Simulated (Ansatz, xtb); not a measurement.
Relative energy of two isomers of C3H10BPSi

Structure I is `BP[SiH2]C(=C)C`, a singlet and structure II is `C=C(C)BP[SiH3]`, a singlet. Both are isolated molecules in the gas phase, relaxed with PBE-D3(BJ)/def2-SVP, each in the lowest conformer that the search found.

Quicker runs give these differences E(II) − E(I): GFN2-xTB −0.137 eV; HF/STO-3G −0.115 eV (at GFN2-xTB geometries); r2SCAN-D4/def2-SVP −0.269 eV (at GFN2-xTB geometries).

Task: Estimate E(II) − E(I) at the level CCSD(T)/def2-SVP + ΔMP2/def2-TZVPP.

Result: Calculated at CCSD(T)/def2-SVP + ΔMP2/def2-TZVPP: E(II) − E(I) = −0.214 eV, so structure II lies lower.

How the difference moves with the method:

```tsv
level	geometry	E(II) − E(I) (eV)	departure from the last row (eV)	job, with rough time for the two
GFN2-xTB	GFN2-xTB	−0.137	+0.076	optimisation, 0.5 s
HF/STO-3G	GFN2-xTB	−0.115	+0.098	single point, 0.3 s
r2SCAN-D4/def2-SVP	GFN2-xTB	−0.269	−0.056	single point, 3.1 s
PBE-D3(BJ)/def2-SVP	PBE-D3(BJ)/def2-SVP	−0.299	−0.085	optimisation, 43 s
HF/def2-SVP	PBE-D3(BJ)/def2-SVP	−0.234	−0.020	part of the CCSD(T) run
MP2/def2-SVP	PBE-D3(BJ)/def2-SVP	−0.279	−0.066	part of the CCSD(T) run
CCSD(T)/def2-SVP	PBE-D3(BJ)/def2-SVP	−0.278	−0.064	single point
CCSD(T)/def2-SVP + ΔMP2/def2-TZVPP	PBE-D3(BJ)/def2-SVP	−0.214		single point, 45 s
```

As drawn, II has 1 C–B, 1 Si–H in place of 1 C–Si, 1 B–H.

None of the levels shown reverses the order. The largest departure from CCSD(T)/def2-SVP + ΔMP2/def2-TZVPP is that of HF/STO-3G, 0.098 eV. The last row adds to CCSD(T) the change of the MP2 difference between the two basis sets, here +0.064 eV.

With thermal terms from frequencies at re-optimised GFN2-xTB minima (ideal gas, soft modes damped towards free rotors, one conformer each, 298.15 K, 1 atm): the zero-point term adds −0.004 eV; ΔH is −0.225 and ΔG −0.211 eV.

The correlated steps freeze 14 core orbitals. Codes used: Ansatz 0.2.0, xtb 6.7.1; the last row on 4 threads of Arm Neoverse V2 on a shared host.
